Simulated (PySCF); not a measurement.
A structure optimised at PBE-D3(BJ)/def2-SVP, used in a PySCF frequency run:

```xyz
8

C      0.0000     0.0000    -1.3261
N      0.0000    -1.1854    -0.7575
C      0.0000    -1.1330     0.5938
N      0.0000     0.0000     1.3069
C      0.0000     1.1330     0.5938
N      0.0000     1.1854    -0.7575
H      0.0000    -2.0918     1.1441
H      0.0000     2.0918     1.1441
```
Charge 0, spin multiplicity 2.

Write its SMILES, formula and point group.

[c]1ncncn1, C₃H₂N₃, C2v

What are its rotational constants (standard atomic weights)?

7.0030, 6.3950, 3.3426 GHz
